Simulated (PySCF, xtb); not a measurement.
1-bromo-1-chlorocyclopropane (C₃H₄BrCl), SMILES ClC1(CC1)Br.

Harmonic wavenumbers (cm⁻¹) from GFN2-xTB (xtb) at its own minimum, in rising order: 201, 241, 266, 363, 415, 625, 786, 921, 973, 979, 1074, 1077, 1080, 1129, 1313, 1415, 1456, 3087, 3088, 3096, 3110.

### Question
What does PBE-D3(BJ)/def2-SVP in PySCF give at its own minimum? (An estimate is asked for; the answer gives what the named calculation found.)

### Answer
215, 254, 274, 376, 429, 650, 737, 863, 893, 956, 1005, 1027, 1087, 1122, 1242, 1364, 1413, 3071, 3072, 3168, 3175. Paired by order, the mean absolute difference is 36 cm⁻¹ and the zero-point energies are 38.2 and 37.7 kcal/mol.
